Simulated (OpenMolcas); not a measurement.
Mn5+, Tc5+, Re5+: d² down the group

- Program: OpenMolcas 26.06
- Method: SS-RASPT2, IPEA 0.25 Eh, imaginary shift 0.1 Eh
- Basis: ANO-RCC-VQZP
- Scalar Hamiltonian: DKH2, point nucleus
- Spin-orbit coupling: RASSI with atomic mean-field integrals over the reference wave functions, term energies averaged over their components

Active space for each ion: 8 electrons in 8 orbitals (RAS1 p, at most 2 holes; RAS2 d); closed shells correlated by CASPT2: Mn5+ 3s; Tc5+ 4s; Re5+ 5s.

Computed levels in cm-1 above ³F₂:

| Level | Mn5+ | Tc5+ | Re5+ |
| --- | --- | --- | --- |
| ³F₃ | 757 | 2110 | 8610 |
| ³F₄ | 1710 | 4440 | 15320 |
| ¹D₂ | 15430 | 11770 | 17040 |
| ³P₀ | 18440 | 13010 | 14990 |
| ³P₁ | 18710 | 13900 | 20100 |
| ³P₂ | 19320 | 16000 | 28770 |
| ¹G₄ | 25730 | 18870 | 27630 |
| ¹S₀ | 59580 | 43080 | 51420 |
| weight of ³F in the lowest level (%) | 100 | 98 | 88 |

Mixed levels, with the weight of the term that names them: Re5+ ¹D₂ (53 %), Re5+ ³P₂ (62 %).

Measured, with the error of the calculation in %. Measured levels: Mn5+ from Corliss and Sugar, J. Phys. Chem. Ref. Data 6, 1253 (1977).

```tsv
Level	Mn5+
³F₃	746 (+1.5)
³F₄	1669 (+2.4)
¹D₂	15336 (+0.6)
³P₀	17782 (+3.7)
³P₁	18057 (+3.6)
³P₂	18628 (+3.7)
¹G₄	25511 (+0.9)
```

The fine-structure level ³F₄ changes by a factor of 8.96 from Mn5+ to Re5+.

Without spin-orbit coupling ¹D lies 14530, 9660, 8530 cm-1 above ³F in that order; the difference to the level ¹D₂, of either sign, comes from spin-orbit coupling, which also lowers the zero.

CASPT2 does not keep the components of a term degenerate, so their means are used; among the terms shown or strongly mixed into the levels shown the widest spread is 390 cm-1 (5d² ¹G, Re5+). Active for correlation alone: 3p; no level in the range computed is led by a configuration that opens it, so any true level of that kind is missing (holds for Mn5+). Active for correlation alone: 4p; no level in the range computed is led by a configuration that opens it, so any true level of that kind is missing (holds for Tc5+). Active for correlation alone: 5p; no level in the range computed is led by a configuration that opens it, so any true level of that kind is missing (holds for Re5+). Measured partners are found by configuration, term and J. A level has none where our copy of the source lacks it or the pairing is in doubt (some pairs that miss far off the trend of their configuration count as doubtful), and it then counts in no deviation. Only configurations of the active space appear.
